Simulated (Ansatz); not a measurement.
Reaction (ligand exchange at a B–C bond): `C=CB(F)F` + `N=C=O` → `O=C=NB(F)F` + `C=C`

Gas-phase electronic energies from Ansatz, PBE0-D4/def2-TZVP geometries. CCSD(T)/CBS is the MP2 limit (def2-TZVPP, def2-QZVPP) plus CCSD(T) − MP2 in def2-TZVPP, frozen cores. This one scheme is used for every species. DFT in def2-TZVPP. Each species was taken in one conformer, which may not be the lowest.

`C=CB(F)F`:

Z-matrix (Å, degrees):
```
C
C 1 1.332
H 1 1.086 2 122.4
H 1 1.086 2 121.1 3 -180.0
B 2 1.543 1 121.6 3 180.0
H 2 1.087 1 119.2 3 0.0
F 5 1.323 2 121.8 1 0.0
F 5 1.322 2 121.7 1 -180.0
```

`N=C=O`:

```xyz
4

N     0.172   -0.441   -0.602
C    -0.348    0.162    0.307
O    -0.969    0.680    1.140
H     1.146   -0.400   -0.845
```

`O=C=NB(F)F`:

Cartesian coordinates in Å:
```
O -0.777 2.286 -0.951
C -0.460 1.344 -0.359
N -0.149 0.414 0.338
B 0.315 -0.923 0.323
F 0.518 -1.558 1.455
F 0.553 -1.563 -0.805
```

`C=C`:

```xyz
6

C     0.346    0.372    0.423
C    -0.346   -0.372   -0.423
H    -0.094    0.755    1.338
H     1.383    0.630    0.238
H     0.094   -0.755   -1.338
H    -1.384   -0.630   -0.238
```

```tsv
level	ΔE (kJ/mol)
r2SCANh-D4	-72.6
r2SCAN0-D4	-74.0
r2SCAN	-71.7
r2SCAN0	-74.0
MP2/def2-TZVPP	-73.4
SCS-MP2/def2-TZVPP	-74.1
CCSD/def2-TZVPP	-73.3
HF/CBS(def2)	-83.8
```

(1) What does CCSD(T)/CBS give? (Estimate.)

Largest T1 diagnostic among the species: 0.018.

Results:

(1) The calculation gave: -70.0 kJ/mol. The listed levels differ from it by -2.6, -4.0, -1.7, -4.0, -3.4, -4.1, -3.3, -13.8 kJ/mol.

In def2-TZVPP, CCSD(T) changes the Hartree–Fock value by +12.1 kJ/mol (the triples alone add +1.9 kJ/mol) and MP2 by +10.2 kJ/mol. At CCSD(T), def2-SVP lies −12.2 kJ/mol from the extrapolated value and def2-TZVPP −1.4 kJ/mol. Leaving LDA and LC-ωPBE aside and taking each functional with its dispersion term where it has one, the values, not all of them listed here, spread over 9.9 kJ/mol, from BHLYP-D4 to PBE-D4.
